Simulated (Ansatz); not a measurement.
Cost and result up the ladder for `CCCCCCCCCC[S][Au]` (33 atoms). The state is a singlet with charge 0. Geometry: PBE-D4/def2-SVP.

```xyz
33

C    -0.406   -2.039   -5.358
C     0.301   -1.432   -4.144
C    -0.572   -1.392   -2.884
C     0.127   -0.787   -1.663
C    -0.743   -0.746   -0.404
C    -0.039   -0.134    0.811
C    -0.917   -0.067    2.066
C    -0.208    0.470    3.318
C     0.267    1.924    3.192
C     0.966    2.438    4.449
S     1.519    4.185    4.391
Au    2.961    4.206    2.631
H     0.251   -2.054   -6.252
H    -0.723   -3.084   -5.158
H    -1.318   -1.464   -5.623
H     1.229   -2.006   -3.925
H     0.639   -0.399   -4.385
H    -1.501   -0.815   -3.099
H    -0.913   -2.424   -2.640
H     1.057   -1.362   -1.449
H     0.467    0.246   -1.908
H    -1.082   -1.778   -0.155
H    -1.673   -0.171   -0.617
H     0.316    0.885    0.542
H     0.881   -0.721    1.039
H    -1.310   -1.085    2.285
H    -1.812    0.561    1.853
H     0.665   -0.181    3.552
H    -0.893    0.383    4.190
H     0.980    2.022    2.343
H    -0.590    2.590    2.949
H     0.263    2.449    5.314
H     1.813    1.783    4.738
```

Ansatz on 4 threads of Arm Neoverse V2 on a shared host. Times are rough, and most runs start from the orbitals of an earlier one. r2SCAN0-D4/def2-TZVP serves as the yardstick here, not as an exact answer. Differences are given only for rows in sets of like size (and for xTB, whose basis is part of the method), since another set adds its own error. Binding counts from free atoms at the same level (C triplet, S triplet, Au doublet, H doublet; other spins of the atoms weren't run), without zero-point energy or a counterpoise term.

In the def2 sets Au takes a core potential; there is no spin–orbit coupling. Correlated methods freeze 15 core orbitals; core or outer-core shells of Au are correlated, in sets that lack core-valence functions. The rows differ in basis, and correlated rows in double-zeta sets carry the largest basis error.

Correlated methods converge slowly with the basis, most of all in double-zeta sets.

```csv
level,functions,wall time,binding energy per atom (eV),difference from r2SCAN0-D4/def2-TZVP (eV),remarks
PBE-D4/def2-SVP,295,5.5 s,4.18,–,–
PBE0-D4/def2-SVP,295,12 s,4.13,–,–
MP2/def2-SVP,295,13 s,3.93,–,test for broken spin undecided
PBE-D4/def2-TZVP (with forces),513,16 s,4.14,0.11,–
r2SCAN-D4/def2-TZVP,513,22 s,4.07,0.04,–
r2SCAN0-D4/def2-TZVP,513,37 s,4.03,0.00,–
r2SCANh-D4/def2-TZVP,513,38 s,4.05,0.02,–
PBE0-D4/def2-TZVP (with forces),513,45 s,4.09,0.06,–
```
